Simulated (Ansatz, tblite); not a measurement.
Series ZrX4: vertical IE (eV) at several levels, gas phase, relaxed structures; Ansatz, xTB through tblite. Core potentials for Zr in the def2 sets, no spin–orbit coupling. Raw xTB energies of ions are shifted by several eV. Names give formal oxidation states. The structures are stationary points that may keep the symmetry of their start. Remarks come from the PBE and PBE0 runs and from stability tests at other levels; not every state was tested. HOMO above LUMO (over both spins in singlets and doublets, within one spin in higher multiplets; at PBE or PBE0), or a gap under 0.15 eV within one spin, warns that the state may not be the lowest or that an electron is smeared out.

```csv
species,state,geometry,GFN1-xTB,PBE-D4/def2-TZVP,r2SCAN-D4/def2-TZVP,remarks
ZrH4,singlet to doublet,PBE-D4/def2-TZVP,15.92,10.38,10.57,gap within one spin near zero at PBE or PBE0 (+1 doublet)
ZrCl4,singlet to doublet,r2SCAN-D4/def2-SVP,15.72,10.90,11.22,gap within one spin near zero at PBE or PBE0 (+1 doublet)
ZrF4,singlet to doublet,PBE-D4/def2-SVP,17.44,13.51,13.88,gap within one spin near zero at PBE or PBE0 (+1 doublet)
Zr(OH)4 (ZrO4H4),singlet to doublet,PBE-D4/def2-SVP,15.25,9.70,9.95,gap within one spin near zero at PBE or PBE0 (+1 doublet)
```

Question: Estimate the column for PBE0-D4/def2-TZVP.

Answer: ZrH4 10.73; ZrCl4 11.54; ZrF4 14.51; Zr(OH)4 (ZrO4H4) 10.41.

Over the 4 species that have every level, the mean is 16.08 at GFN1-xTB, 11.12 at PBE-D4/def2-TZVP, 11.41 at r2SCAN-D4/def2-TZVP, 11.80 at PBE0-D4/def2-TZVP.
